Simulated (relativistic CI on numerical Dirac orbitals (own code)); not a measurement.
# W6+: N6,7 absorption edge

Computed with this model: Dirac-Coulomb-Breit CI, separate exchange-only KLI orbitals for each configuration, QED by a radiative potential, valence Slater integrals scaled by 0.8, multiplet model of core-to-valence dipole absorption; configurations [Xe] 4f14 → [Xe] 4f13 5d; 300 K; Lorentzian 0.18 eV and Gaussian 0.3 eV FWHM. Energies are those of the free ion, without screening or charge transfer. The branching ratio is the share of the lower-energy edge in the whole absorption, uncertain by about 0.02 where the edges overlap. S is read from ⟨S²⟩ = S(S + 1).

Field parameters in Wybourne normalisation: D3d B²₀ = −7Dσ, B⁴₀ = −14Dq − 21Dτ, B⁴₃ = −14√(10/7) Dq; D4h B²₀ = −7Ds, B⁴₀ = 21(Dq − Dt), B⁴₄ = 21√(5/14) Dq; Td as Oh with Dq negative (B⁴₀ = 21Dq, B⁴₄ = √(5/14) B⁴₀). The field is a parameter set, without covalency.

Computed curve for D4h, 10Dq = 24900, Ds = -1070, Dt = 600 cm⁻¹, scaled to 100 at the maximum (points under 2 are left out and the grid is thinned):

(Energy (eV), Intensity): (36.4, 2.3), (36.6, 5.1), (36.8, 4.3), (36.9, 3.2), (37.1, 3.5), (37.3, 5.4), (37.5, 3.2), (37.6, 2.1), (38.2, 3.0), (38.4, 3.1), (38.6, 3.8), (38.7, 5.3), (38.9, 10.6), (39.1, 20.1), (39.3, 21.3), (39.5, 11.1), (39.6, 8.0), (39.8, 5.0), (40.0, 5.4), (40.2, 9.2), (40.3, 10.8), (40.5, 14.8), (40.7, 33.9), (40.9, 86.6), (41.0, 99.6), (41.2, 54.0), (41.4, 15.7), (41.6, 7.7), (41.8, 8.0), (41.9, 11.0), (42.1, 27.3), (42.3, 44.3), (42.5, 71.1), (42.6, 91.7), (42.8, 86.3), (43.0, 32.3), (43.2, 9.5), (43.3, 6.1), (43.5, 3.3), (43.7, 2.2)

The ground state has S = 0.00, and the centroid lies at 41.38 eV.
